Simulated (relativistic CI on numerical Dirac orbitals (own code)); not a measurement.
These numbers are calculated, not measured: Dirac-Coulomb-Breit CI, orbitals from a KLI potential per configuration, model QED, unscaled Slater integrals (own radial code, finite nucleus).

The strongest absorption lines from the ground level of an ion, among the configurations computed and to levels below about 226 eV (vacuum wavelength in Å, gf): 56.658 (0.12), 56.836 (0.0036), 67.797 (0.0012), 76.259 (0.28), 76.513 (0.062), 114.08 (0.0017), 350.00 (0.93), 525.83 (0.0014).

Problem. Which ion is it?
A. Mn¹³⁺
B. V¹³⁺
C. V¹¹⁺
D. V⁹⁺

Solution. C. V¹¹⁺ has 12 electrons and the ground level 3s² ¹S0; the strongest line goes to 3s3p ¹P°1. The pattern of lines fixes the number of electrons, and along that sequence the line energies rise steadily with the charge (about as its square where n changes within one kind of shell, about linearly where n is kept but much faster in heavy ions where fine structure, which grows about as Z⁴, sets the gap, and irregularly where shells cross), which fixes Z. Configurations outside the model, such as inner-shell arrays, can give stronger lines. At this charge energies of transitions that change n are usually good to better than 1 %, and those within a shell (Δn = 0) to a few per cent.

LS names give the leading component of a level, which can be under half, so a name can repeat, a term be missing and a line seem to break the LS rules.
